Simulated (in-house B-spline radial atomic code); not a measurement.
Ionising the molybdenum ion Mo⁷⁺ with different functionals

Computed with a B-spline radial code for spherical atoms: four-component Dirac-Coulomb Hamiltonian, Fermi nucleus of rms radius 4.4091 fm, spin-restricted, spherical fractional occupations for the functionals, and exact exchange of hybrids averaged over the configuration. The ionisation energy is the difference of two self-consistent energies, [Ar] 3d10 4s2 4p5 → [Ar] 3d10 4s2 4p4, without Breit or QED terms; ε is the level of the shell that loses the electron (mean over j). The electron is taken from both j subshells in proportion to 2j + 1, so the result is a j average, not the step between ground levels.

```
 method                    rung  ΔSCF (eV)  -ε(4p) (eV)
  B3LYP           global hybrid     146.00       138.31
  B97-1           global hybrid          ?            ?
  HSE06  range-separated hybrid     145.92       138.36
LC-wPBE  range-separated hybrid          ?            ?
```

Problem. What does LC-wPBE give?

Solution. ΔSCF 146.02 eV, and -ε(4p) = 141.63 eV.

Problem. What does B97-1 give?

Solution. ΔSCF 145.96 eV, and -ε(4p) = 138.40 eV.

Problem. Among the functionals, which spreads more, the ΔSCF values or the orbital energies?

Solution. The orbital energies: ΔSCF values span about 0.10 eV and the orbital energies 3.32 eV; here energy differences depend much less on the functional than eigenvalues do.

Problem. How do they compare with the NIST value?

Solution. NIST lists 144 eV ± 1 (measured, ground level to ground level). Errors run from +2.32 to +2.42 eV. The correlated functionals all miss on the same side by more than they spread, so the cause is common to them (Breit-QED terms, spin polarisation, the choice among j levels, multiplet and fine-structure energies, or a listed next ion that isn't the cheapest removal here) and closeness doesn't rank the functionals.
